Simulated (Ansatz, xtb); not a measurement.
## Ranking isomers of C3H4O3S2

3 gas-phase structures of C3H4O3S2, from a drawn sample of its isomers (lower ones may exist). Each was relaxed with GFN2-xTB; where two conformers were screened, the lower at r2SCAN-D4/def2-SVP is listed:

A. `O=C1O[C@@H](S)[C@@H](S)O1`, a singlet
B. `O=C1O[C@@H](S)[C@H](S)O1`, a singlet
C. `O=C1OCC(S)(S)O1`, a singlet

**Question.** Estimate their order in r2SCAN-D4/def2-SVP energy at these geometries, lowest first.

**Answer.** Calculated order at r2SCAN-D4/def2-SVP: B (0.0), A (2.4), C (3.2) kcal/mol. Less than 1 kcal/mol parts A and C, so the order within that pair means little.

Energies above the lowest of each column, in kcal/mol; the last columns are at PBE-D3(BJ)/def2-SVP geometries:

```json
{"structure": "B", "GFN2-xTB": "0.0", "HF/STO-3G": "0.0", "r2SCAN-D4/def2-SVP": "0.0", "PBE-D3(BJ)/def2-SVP": "0.0", "CCSD(T)/def2-SVP + ΔMP2/def2-TZVPP": "0.0"}
{"structure": "A", "GFN2-xTB": "2.4", "HF/STO-3G": "1.5", "r2SCAN-D4/def2-SVP": "2.4", "PBE-D3(BJ)/def2-SVP": "0.8", "CCSD(T)/def2-SVP + ΔMP2/def2-TZVPP": "2.0"}
{"structure": "C", "GFN2-xTB": "1.5", "HF/STO-3G": "2.5", "r2SCAN-D4/def2-SVP": "3.2", "PBE-D3(BJ)/def2-SVP": "2.7", "CCSD(T)/def2-SVP + ΔMP2/def2-TZVPP": "3.3"}
```

Every level run on B puts it lowest or level with the lowest. Flexible structures stand in one conformer each, not always the lowest. ΔMP2 is the change of the MP2 energy from the smaller to the larger basis.

Programs: Ansatz 0.2.0, xtb 6.7.1.
